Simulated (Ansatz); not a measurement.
Relaxation of ClH$_{2}$InO (5 atoms, charge 0, multiplicity 1), to a largest force component of 0.03 eV/Å in at most 50 steps.

Theory: RKS B3LYP/def2-SVP (Ansatz 0.2.0).

```xyz
5
Properties=species:S:1:pos:R:3:forces:R:3
In -0.216 1.004 -1.009 0.73 2.27 -0.67
H -0.755 -0.653 -0.514 0.11 -3.29 2.71
O -0.103 -1.275 0.048 0.02 0.14 -0.75
H -0.129 -1.429 1.032 -0.85 0.88 -1.27
Cl 1.202 2.353 0.443 0.00 0.00 -0.01
```

Question: Where does it end, and by what steps?

Answer: It converged. After 16 steps the energy has fallen by 1.587 eV; H4 moved furthest, 1.09 Å. Parted: In1–H2.

```tsv
step	energy less start (eV)	largest force component (eV/Å)	accepted
0	0.0000	3.288	yes
1	-0.7639	2.022	yes
2	-1.1456	0.640	yes
3	-1.2457	1.281	yes
4	-1.3080	1.597	yes
5	-1.3700	0.820	yes
6	-1.4146	0.601	yes
7	-1.4620	0.607	yes
8	-1.5121	0.460	yes
9	-1.5448	0.864	yes
10	-1.5711	0.383	yes
11	-1.5736	0.381	yes
12	-1.5794	0.166	yes
13	-1.5844	0.314	yes
14	-1.5848	0.092	yes
15	-1.5861	0.044	yes
16	-1.5865	0.012	yes
```

```xyz
5
Properties=species:S:1:pos:R:3
In -0.077 1.304 -1.401
H -0.976 -1.372 0.151
O -0.159 -0.994 -0.206
H 0.267 -0.531 0.549
Cl 0.945 1.593 0.906
```

Whether the end is a true minimum wasn't checked by a vibrational analysis.

Time of the run: 47 s on 1 thread of Arm Neoverse V1, on a shared host, peak memory 0.14 GiB.
